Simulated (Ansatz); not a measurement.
Abridged output of a molecular run in Ansatz:

```
Functional definition: HF
  name "HF"
  cite "Fock, Z. Phys. 61, 126 (1930) doi:10.1007/BF01340294"
  parent pbe
  exchange = exact_x
  correlation = 0
931 factors; integrals over basis functions are off by at most 1.0e-3 eV
mean field evaluation 1: about -74278.6044 eV, gradient 1.8e1 eV
mean field evaluation 2: about -74278.6251 eV, gradient 1.8e1 eV
mean field evaluation 4: about -74279.8236 eV, gradient 2.3e0 eV
mean field evaluation 8: about -74279.8428 eV, gradient 9.1e-2 eV
mean field evaluation 16: about -74279.8193 eV, gradient 3.2e-1 eV
mean field -74279.84284698 eV, -2729.7338759407 hartree, gradient 3.2e-6 eV, S^2 0.000000; 0 other end points of the search recorded, 0 dependent functions left out
15 core orbitals not correlated: weight in the atoms' cores, before any rotation towards them, 1.000 or more for the frozen orbitals, at most 0.000 for the correlated occupied ones
reference -74279.84284698 eV, -2729.7338759407 hartree; 15, 15 occupied and 64, 64 virtual orbitals, 931 factors
second order -13.24243582 eV of doubles, -0.00000000 eV of singles
cycle   1  -13.88413214 eV  change   -6.4e-1 eV  update   8.0e-2
cycle   2  -14.32242611 eV  change   -4.4e-1 eV  update   2.4e-2
cycle   3  -14.35715565 eV  change   -3.5e-2 eV  update   8.4e-3
cycle   4  -14.35555523 eV  change    1.6e-3 eV  update   2.2e-3
cycle   5  -14.35621172 eV  change   -6.6e-4 eV  update   6.7e-4
cycle   6  -14.35582537 eV  change    3.9e-4 eV  update   2.0e-4
cycle   7  -14.35580778 eV  change    1.8e-5 eV  update   6.1e-5
cycle   8  -14.35582151 eV  change   -1.4e-5 eV  update   2.1e-5
perturbative correction -0.38500277 eV, -0.0141485910 hartree
Total energy: -74294.58367127 eV, -2730.2755912415 hartree
```

Its atoms:

Cartesian coordinates in Å:
```
C 1.0060 0.2150 -1.2297
Se -0.9379 0.3443 -1.0308
Si -1.0109 -0.1991 1.1682
H 1.5004 0.9362 -0.5819
H 1.2245 0.4498 -2.2699
H 1.3421 -0.7956 -1.0063
H -2.4406 -0.1626 1.5626
H -0.2317 0.7694 1.9850
H -0.4518 -1.5573 1.4029
```

Task: Which basis set was used?
A. def2-TZVPP
B. def2-SVP
C. cc-pV(Q+d)Z
D. def2-QZVPP

Result: B. It gives 94 functions.

Task: Write the keys of the input that set method, charge and spin (a neutral closed shell needs none for the last two).

Result: 
```yaml
correlation: {method: ccsd_t}
```
